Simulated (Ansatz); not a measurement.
Calculated with Ansatz (gas phase, PBE0-D4/def2-TZVP geometries, no zero-point term in ΔE). CBS: MP2 limit from def2 TZ/QZ plus the TZ coupled-cluster correction, frozen cores. DFT in def2-TZVPP. B3LYP here is the variant with VWN-RPA as its local correlation; programs differ in this. One conformer a species, not always the lowest.

`O[SiH2]BO[SiH3]` + `C[SiH](O)O` → `O[SiH2]C[SiH](O)O` + `BO[SiH3]`  (formal exchange of groups at the Si–B bond)

`O[SiH2]BO[SiH3]`:

Z-matrix (Å, degrees):
```
Si
B 1 2.034
O 1 1.658 2 113.1
H 1 1.487 2 111.8 3 118.5
H 1 1.498 2 108.4 3 -123.4
O 2 1.350 1 118.6 3 -167.6
H 2 1.212 1 123.0 3 13.4
H 3 0.957 1 117.2 2 -48.6
Si 6 1.661 2 132.5 1 -179.2
H 9 1.485 6 109.8 2 0.3
H 9 1.481 6 107.9 2 -120.3
H 9 1.482 6 107.8 2 120.8
```

`C[SiH](O)O`:

```xyz
10

C    -1.049   -0.748   -0.423
Si    0.575    0.057   -0.044
O     0.413    1.616   -0.548
O     0.979   -0.042    1.549
H    -1.869   -0.233    0.085
H    -1.252   -0.718   -1.496
H    -1.050   -1.793   -0.102
H     1.720   -0.600   -0.723
H     1.187    2.178   -0.488
H     0.344    0.283    2.189
```

`O[SiH2]C[SiH](O)O`:

Cartesian coordinates in Å:
```
O 0.542 -1.034 1.728
Si 1.564 -0.528 0.513
C 0.478 -0.212 -0.952
Si -1.025 0.845 -0.614
O -2.253 0.089 -1.408
O -1.315 1.009 0.991
H 0.938 -1.363 2.536
H 2.580 -1.588 0.258
H 2.286 0.705 0.931
H 0.125 -1.171 -1.345
H 1.077 0.256 -1.741
H -0.875 2.232 -1.120
H -3.127 0.473 -1.322
H -0.994 0.285 1.544
```

`BO[SiH3]`:

Z-matrix (Å, degrees):
```
Si
O 1 1.658
H 1 1.482 2 107.9
H 1 1.482 2 107.9 3 -118.9
H 1 1.485 2 110.1 3 120.6
B 2 1.347 1 132.3 3 -120.7
H 6 1.199 2 118.0 1 180.0
H 6 1.204 2 120.0 1 0.0
```

| level | ΔE (kcal/mol) | difference from CCSD(T)/CBS |
| --- | --- | --- |
| PBE-D4 | -9.9 | 2.3 |
| r2SCAN-D4 | -11.8 | 0.4 |
| PBE0-D4 | -11.0 | 1.2 |
| B3LYP-D4 | -11.6 | 0.6 |
| ωB97X-V | -11.8 | 0.4 |
| ωB97M-V | -13.3 | -1.1 |
| B2PLYP | -11.4 | 0.8 |
| PBE | -8.6 | 3.6 |
| r2SCAN | -11.5 | 0.7 |
| PBE0 | -9.9 | 2.3 |
| B3LYP | -9.6 | 2.6 |
| HF/def2-TZVPP | -10.9 | 1.3 |
| MP2/def2-TZVPP | -14.0 | -1.8 |
| SCS-MP2/def2-TZVPP | -13.0 | -0.8 |
| CCSD/def2-TZVPP | -11.8 | 0.4 |
| CCSD(T)/def2-TZVPP | -12.2 | 0.0 |
| HF/def2-QZVPP | -10.9 | 1.3 |
| MP2/def2-QZVPP | -14.1 | -1.9 |
| SCS-MP2/def2-QZVPP | -13.0 | -0.8 |
| HF/CBS(def2) | -10.9 | 1.3 |
| MP2/CBS(def2) | -14.1 | -1.9 |
| CCSD/CBS(def2) | -11.9 | 0.3 |
| CCSD(T)/CBS | -12.2 | 0 |

Largest T1 diagnostic among the species: 0.013.

From PBE to PBE0 (25 % exact exchange), in def2-TZVPP and without D4, ΔE moves by −1.3 kcal/mol. The D4 term adds −2.0 kcal/mol with B3LYP and −1.1 kcal/mol with PBE0; it sums over pairs of atoms, weighted by their polarisabilities, and B3LYP, whose exchange is more repulsive, gets the larger term.
